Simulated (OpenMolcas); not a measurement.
Rh2+: from CASSCF to CASPT2

- Program: OpenMolcas 26.06
- Basis: ANO-RCC-VQZP [8s7p5d3f2g1h]
- Scalar Hamiltonian: DKH2, point nucleus
- Active space: 7 electrons in 5 orbitals (4d)
- State averaging: 2S+1 = 4 even, 10 roots; 2S+1 = 2 even, 40 roots
- Spin-orbit coupling: state interaction with AMFI integrals over the reference wave functions, term energies averaged over their components

Methods on the same reference wave functions:
A. CASSCF
B. SS-CASPT2, IPEA 0.25 Eh, imaginary shift 0.1 Eh (closed shells correlated: 4s 4p)
C. MS-CASPT2, IPEA 0.25 Eh, imaginary shift 0.1 Eh (closed shells correlated: 4s 4p)

Energies in eV above 4d⁷ ⁴F_9/2, the measured ground level; measured values from the list in Shadmi, J. Res. Natl. Bur. Stand. 70A, 435 (1966).

| Level | A | B | C | Measured |
| --- | --- | --- | --- | --- |
| 4d⁷ ⁴F_9/2 | 0.0000 | 0.0000 | 0.0000 | 0.0000 |
| 4d⁷ ⁴F_7/2 | 0.2603 | 0.264 | 0.264 | 0.2663 |
| 4d⁷ ⁴F_5/2 | 0.4317 | 0.431 | 0.431 | 0.4322 |
| 4d⁷ ⁴F_3/2 | 0.5420 | 0.536 | 0.536 | 0.5359 |
| 4d⁷ ⁴P_5/2 | 1.8556 | 1.453 | 1.453 | 1.3716 |
| 4d⁷ ⁴P_3/2 [74 %] | 1.8633 | 1.466 | 1.435 | 1.3635 |
| 4d⁷ ²G_9/2 | 1.9230 | 1.638 | 1.642 |  |
| 4d⁷ ⁴P_1/2 | 2.0357 | 1.637 | 1.625 |  |
| 4d⁷ ²G_7/2 | 2.1836 | 1.899 | 1.899 |  |
| 4d⁷ ²P_3/2 [53 %] | 2.5253 | 2.119 | 2.043 |  |
| 4d⁷ ²H_11/2 | 2.5491 | 2.185 | 2.224 |  |
| 4d⁷ ²D_5/2(1) | 2.7879 | 2.325 | 2.326 |  |
| 4d⁷ ²P_1/2 | 2.7905 | 2.406 | 2.276 |  |
| 4d⁷ ²H_9/2 | 2.8059 | 2.450 | 2.485 |  |
| 4d⁷ ²D_3/2(1) [66 %] | 3.2248 | 2.785 | 2.746 |  |
| 4d⁷ ²F_5/2 | 4.2387 | 3.412 | 3.411 |  |
| 4d⁷ ²F_7/2 | 4.3629 | 3.542 | 3.542 |  |
| 4d⁷ ²D_3/2(2) | 6.6090 | 5.456 | 5.459 |  |
| 4d⁷ ²D_5/2(2) | 6.7349 | 5.585 | 5.583 |  |

Deviations, from unrounded energies. A percentage is the sum of absolute deviations over the sum of measured energies, with the sign that they share, or ± where signs differ.

| Against measurement | Levels | A | B | C |
| --- | --- | --- | --- | --- |
| mean absolute deviation (cm-1) | 5 | 1600 | 300 | 250 |
| fine structure of the ground term (%) | 3 | ±1.0 | ±0.3 | ±0.3 |
| other terms of the ground configuration (%) | 2 | +36.0 | +6.7 | +5.6 |

C lies closest to measurement on these levels and A furthest from it. The largest miss of C in the table is 4d⁷ ⁴P_5/2, by +660 cm-1. The ranking rests on the paired levels alone, and a cruder setting can come out closer through cancelling errors.

Between B and C the level of the table that moves most is 4d⁷ ²P_1/2, by 1000 cm-1 (lowest in C, highest in B). Moves below CASPT2's spread within the term are not significant.

The mean deviations of B to C differ by less than CASPT2's widest spread within a term (1100 cm-1), so their order carries little weight.

From A to B the spin-free energies of the other terms of 4d⁷ shown, above ⁴F, scale by factors of 0.76 to 0.84, as is usual when dynamic correlation screens the repulsion within a d or f shell.

The lowest spin-free term lies below A's lowest term by 0.536 hartree in B, 0.536 hartree in C.

Term energies are means over components that CASPT2 splits; among the terms shown or strongly mixed into the levels shown the widest spread is 1100 cm-1 (4d⁷ ⁴F, C). Levels of configurations with an s electron are missing; early in the row they begin among the upper levels of the d shell and mix with terms of their name. Without dynamic correlation excited terms often stand tens of per cent too high (terms of higher spin than the ground term too low), and those without a measured partner can miss by more than the paired ones (holds for A). The CASPT2 spread within a term exceeds the gap to the next term for 4d⁷ ²P and 4d⁷ ²H, so the order of their levels is uncertain (holds for B). Measured partners are found by configuration, term and J. A level has none where our copy of the source lacks it or the pairing is in doubt (some pairs that miss far off the trend of their configuration count as doubtful), and it then counts in no deviation. Levels of configurations outside the active space are missing.

A share in square brackets marks a mixed level and gives the weight of the term that names it, the lowest over the columns. A number in round brackets counts repeated terms of one configuration in the order of the reference energies.
